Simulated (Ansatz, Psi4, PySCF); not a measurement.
HFSi, charge +1, doublet, geometry from GFN2-xTB (a state made from the parent by changing its charge; the spin is typed, not shown lowest). Base run: B3LYP5/6-31G** run with PySCF.

Geometry (Å):
```xyz
3

Si    -0.2709    -0.3567     0.3371
H     -1.0367    -1.3650    -0.3961
F      0.5366     0.7066    -0.4803
```
Charge +1, spin multiplicity 2.
Orbitals are unrestricted.
All else is at PySCF's defaults.

The same geometry, method and basis name were run in Ansatz (a program for electronic structure) and Psi4 and PySCF, at each program's defaults and at the settings that a row names. The base is PySCF at its defaults. Differences at the defaults can come from grids, fitting, cores and function types together.

| code and settings | ΔE vs base (mEh) | basis functions | E (Eh) | SCF cycles |
|---|---|---|---|---|
| PySCF, defaults (exact integrals, its default grid, spherical functions) | 0.000 | 37 | -389.49145 | 9 |
| Psi4, defaults (density fitting with its default set, its default grid, Cartesian functions) | -3.229 | 39 | -389.49467 | 9 |
| Ansatz, defaults (factorised integrals, its default grid, Cartesian functions) | -3.240 | 39 | -389.49469 | - |
| PySCF, density fitting with def2-universal-jkfit | -0.035 | 37 | -389.49148 | 9 |
| PySCF, fine grid | 0.002 | 37 | -389.49144 | 9 |
| Psi4, exact integrals, spherical functions, fine grid | 0.001 | 37 | -389.49144 | 11 |
| Ansatz, high accuracy, Cartesian functions as the basis file defines them | -3.240 | 39 | -389.49469 | - |

Open shells are given as the SCF converged; they aren't shown to be the lowest states, and a large step between rows can be another state.
